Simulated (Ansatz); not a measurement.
CH6O2Si can be A, `OC(O)[SiH3]`, or B, `C[SiH](O)O`.

Gas-phase electronic energies from Ansatz, PBE0-D4/def2-TZVP geometries. CBS: MP2 limit from def2 TZ/QZ plus the TZ coupled-cluster correction, frozen cores. DFT in def2-TZVPP. B3LYP here is the variant with VWN-RPA as its local correlation; programs differ in this. Each species was taken in one conformer, which may not be the lowest.

(1) Which is lower in electronic energy at CCSD(T)/CBS, and by how much? (Estimate.)

(2) Give E(B) − E(A) in kcal/mol with r2SCAN-D4, MP2/def2-TZVPP, B3LYP, CCSD(T)/def2-SVP, LDA (SPW92), PBE-D4, B2PLYP. (Estimate.)

(3) Does the order hold for the free energy at 298.15 K (harmonic terms from PBE0-D4)? (An estimate is asked.)

Largest T1 diagnostic: 0.012.

Results:

(1) The calculation gave: B, by 91.4 kcal/mol.

(2) The calculation gave: r2SCAN-D4 -89.9, MP2/def2-TZVPP -94.0, B3LYP -88.2, CCSD(T)/def2-SVP -77.2, LDA (SPW92) -83.4, PBE-D4 -83.5, B2PLYP -90.6. None reverses the order clearly.

(3) Computed: Yes: G(B) − G(A) = -89.8 kcal/mol, for one conformer each.

From r2SCAN to r2SCAN0 (25 % exact exchange), in def2-TZVPP and without D4, E(B) − E(A) moves by −1.5 kcal/mol. At CCSD(T), def2-SVP lies +14.2 kcal/mol from the extrapolated value and def2-TZVPP +1.6 kcal/mol.
